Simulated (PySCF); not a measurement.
A PySCF script (with the pyscf-properties extension) for the NMR shieldings of SMILES [SiH3]CB[SiH2]NC1CC1, C$_{4}$H$_{14}$BNSi$_{2}$, on a GFN2-xTB geometry:

```python
import basis_set_exchange as bse
import numpy as np
from pyscf import gto, dft
from pyscf.prop import nmr

atoms = """
Si    3.135153   -0.020570   -0.831222
C     2.416464   -0.817435    0.763108
B     1.803263    0.332141    1.595216
Si   -0.033474    0.959677    1.375320
N    -0.754036    0.143456    0.029085
C    -2.055534    0.426164   -0.459137
C    -3.192874   -0.541684   -0.284938
C    -2.597183   -0.305240   -1.647500
H     2.096091    0.694339   -1.571171
H     4.232178    0.890767   -0.495899
H     3.663244   -1.113735   -1.657944
H     3.246544   -1.337177    1.244161
H     1.708161   -1.573919    0.422791
H     2.508249    0.889765    2.354674
H    -0.189356    2.383619    1.004228
H    -0.876367    0.842348    2.596496
H    -0.502383   -0.818327   -0.140763
H    -2.284699    1.479177   -0.364230
H    -2.983932   -1.485130    0.197346
H    -4.179455   -0.156523   -0.080046
H    -1.994083   -1.092997   -2.075208
H    -3.176382    0.240671   -2.376000
"""
names = dict.fromkeys(["Si", "C", "B", "N", "H"], "pcSseg-1")
basis = {el: gto.basis.parse(bse.get_basis(n, elements=[el], fmt="nwchem")) for el, n in names.items()}
mol = gto.M(atom=atoms, basis=basis, charge=0, verbose=0)
mf = dft.RKS(mol, xc="PBE0")
mf.grids.level = 2
mf.grids.alignment = dft.numint.BLKSIZE   # the property module wants whole blocks of grid points
mf.conv_tol = 1e-9
mf.kernel()

calc = nmr.RKS(mf)   # GIAO
C = mf.mo_coeff
Co = C[:, mf.mo_occ > 0]
resp = mf.gen_response(singlet=True, hermi=2)
def vind(x):   # induced exchange potential for any number of trial vectors
    d = np.einsum("pi,xij,qj->xpq", C, 2 * x.reshape(-1, C.shape[1], Co.shape[1]), Co, optimize=True)
    return np.einsum("xpq,pi,qj->xij", resp(d - d.transpose(0, 2, 1)), C, Co, optimize=True).ravel()
mo1, _ = nmr.rhf.solve_mo1(calc, with_cphf=vind)
sigma = calc.kernel(mo1)
for i, s in enumerate(sigma):   # ppm
    w = np.linalg.eigvalsh((s + s.T) / 2)
    print("%2d %-2s iso %8.1f  s11 %8.1f  s22 %8.1f  s33 %8.1f" % (i, mol.atom_pure_symbol(i), w.mean(), *w))
```

**Question.** What are the results?

**Answer.** 
```
 0 Si iso    434.8  s11    406.6  s22    428.5  s33    469.3
 1 C  iso    156.7  s11    110.8  s22    163.1  s33    196.3
 2 B  iso     -1.2  s11   -100.4  s22    -41.5  s33    138.2
 3 Si iso    404.2  s11    346.1  s22    370.6  s33    496.1
 4 N  iso    239.1  s11    190.5  s22    223.8  s33    303.1
 5 C  iso    154.9  s11    116.3  s22    138.6  s33    209.9
 6 C  iso    176.7  s11    141.0  s22    173.0  s33    216.1
 7 C  iso    178.3  s11    145.3  s22    174.0  s33    215.6
 8 H  iso     27.7  s11     23.3  s22     28.0  s33     31.8
 9 H  iso     27.9  s11     24.5  s22     25.7  s33     33.7
10 H  iso     27.6  s11     24.8  s22     25.2  s33     32.7
11 H  iso     29.2  s11     25.8  s22     26.3  s33     35.4
12 H  iso     29.5  s11     25.2  s22     29.7  s33     33.7
13 H  iso     22.3  s11     13.7  s22     25.9  s33     27.4
14 H  iso     26.6  s11     23.3  s22     25.3  s33     31.4
15 H  iso     26.4  s11     22.1  s22     24.9  s33     32.2
16 H  iso     32.9  s11     22.7  s22     33.1  s33     42.7
17 H  iso     29.5  s11     22.7  s22     28.8  s33     37.1
18 H  iso     31.8  s11     26.7  s22     29.7  s33     39.0
19 H  iso     31.1  s11     25.4  s22     26.6  s33     41.3
20 H  iso     31.6  s11     26.4  s22     29.4  s33     39.0
21 H  iso     31.1  s11     25.1  s22     26.8  s33     41.3
```

These numbers come from an equivalent density-fitted implementation of the same equations, which agrees with the script to about 0.01 ppm for H and up to a few tenths of a ppm for heavy atoms, so last digits may differ.

Size and cost of the density-fitted run: 220 basis functions, 98 s wall time on 1 thread of an Arm Neoverse N1, shared host; peak memory 1 GiB.
